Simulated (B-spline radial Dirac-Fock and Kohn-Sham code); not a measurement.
Binding energies of Ni⁺

System: nickel as Ni⁺, [Ar] 3d9, inside a Watson sphere of charge -1 and radius 1.8 Å (a model of the Madelung potential; inside it an electron's potential energy is raised by 8.0 eV); nuclear rms radius 3.7757 fm (A = 58).

These are calculated numbers from a B-spline atomic structure program; the model is Dirac-Fock energy differences between relaxed states, corrected for Breit and QED terms. Correlation energy is missing from these numbers. Energies are counted from the vacuum level.

All terms are in eV, carry their sign (relaxation lowers the binding energy) and add up to the binding energy; ⟨r⟩ is the mean radius of the orbital in the initial state.

| subshell | −ε (Koopmans) | relaxation | Gaunt | retardation | QED | binding energy | ⟨r⟩ (bohr) |
| --- | --- | --- | --- | --- | --- | --- | --- |
| K (1s) | 8401.4 | -46.92 | -10.49 | 0.66 | -4.63 | 8340.1 | 0.054 |
| L1 (2s) | 1045.3 | -23.83 | -0.69 | 0.01 | -0.48 | 1020.3 | 0.243 |
| L2 (2p1/2) | 906.4 | -25.58 | -1.31 | 0.14 | 0.06 | 879.7 | 0.213 |
| L3 (2p3/2) | 888.6 | -25.31 | -0.90 | 0.15 | 0.02 | 862.6 | 0.216 |
| M1 (3s) | 130.5 | -6.59 | -0.07 | 0.00 | -0.07 | 123.8 | 0.745 |
| M2 (3p1/2) | 86.30 | -6.07 | -0.13 | 0.02 | 0.01 | 80.12 | 0.782 |
| M3 (3p3/2) | 83.96 | -5.89 | -0.08 | 0.02 | 0.00 | 78.00 | 0.791 |
| M4,5 (3d) | 12.84 | -4.19 | 0.01 | 0.00 | 0.00 | 8.65 | 1.044 |

For the deepest level, K (1s), the Breit terms make up -0.118 % of the binding energy, QED -0.056 % and orbital relaxation -0.563 %.

Spin-orbit splittings: 2p 17.11 eV, 3p 2.12 eV.
